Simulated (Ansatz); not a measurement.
`C[Si](Cl)(Cl)Cl` + `[SH][Cd][Cl]` → `C[S][Cd][Cl]` + `Cl[SiH](Cl)Cl`  (substitution at a C–Si bond)

Gas-phase electronic energies from Ansatz, PBE0-D4/def2-TZVP geometries. CBS: MP2 limit from def2 TZ/QZ plus the TZ coupled-cluster correction, frozen cores. This one scheme is used for every species. def2 core potentials past Kr. For Cd outer-core shells are correlated without core-valence functions, which leaves a few kJ/mol of doubt a bond. Each species was taken in one conformer, which may not be the lowest.

`C[Si](Cl)(Cl)Cl`:

```xyz
8

C    -0.217    0.044    1.027
Si    0.163   -0.033   -0.773
Cl   -0.737   -1.650   -1.629
Cl   -0.502    1.645   -1.721
Cl    2.173   -0.186   -1.077
H    -1.295    0.126    1.177
H     0.143   -0.859    1.523
H     0.271    0.913    1.473
```

`[SH][Cd][Cl]`:

Cartesian coordinates in Å:
```
S -0.447 -0.881 -1.437
Cd 0.518 0.380 0.260
Cl 1.491 1.622 1.903
H -1.562 -1.121 -0.726
```

`C[S][Cd][Cl]`:

Cartesian coordinates in Å:
```
C -0.979 0.812 -0.019
S -0.895 -0.993 -0.255
Cd 1.373 -1.440 -0.014
Cl 3.594 -1.915 0.217
H -0.413 1.350 -0.779
H -2.032 1.076 -0.124
H -0.648 1.110 0.974
```

`Cl[SiH](Cl)Cl`:

Cartesian coordinates in Å:
```
Cl 1.945 -0.015 0.443
Si -0.008 0.039 -0.104
Cl -0.788 -1.833 -0.018
Cl -1.032 1.257 1.156
H -0.118 0.551 -1.477
```

```json
{"species": "`C[Si](Cl)(Cl)Cl`", "CCSD/def2-SVP energy (Eh)": "-1707.35395"}
{"species": "`[SH][Cd][Cl]`", "CCSD/def2-SVP energy (Eh)": "-1024.89843"}
{"species": "`C[S][Cd][Cl]`", "CCSD/def2-SVP energy (Eh)": "-1064.04739"}
{"species": "`Cl[SiH](Cl)Cl`", "CCSD/def2-SVP energy (Eh)": "-1668.17303"}
```

**Question.** Work out ΔE.

**Answer.** ΔE = (-1064.04739) + (-1668.17303) − (-1707.35395) − (-1024.89843) = 0.03196 Eh = +83.9 kJ/mol. CCSD(T)/CBS gives +84.8 kJ/mol.

Largest T1 diagnostic among the species: 0.013.

From BLYP to BHLYP (50 % exact exchange), in def2-TZVPP and without D4, ΔE moves by +9.1 kJ/mol. Leaving LDA and LC-ωPBE aside and taking each functional with its dispersion term where it has one, the values, not all of them listed here, spread over 12.4 kJ/mol, from BLYP-D4 to B97M-V. LDA lies +7.8 kJ/mol from PBE without D4. In def2-TZVPP, CCSD(T) changes the Hartree–Fock value by +3.8 kJ/mol (the triples alone add −0.5 kJ/mol) and MP2 by +5.0 kJ/mol.
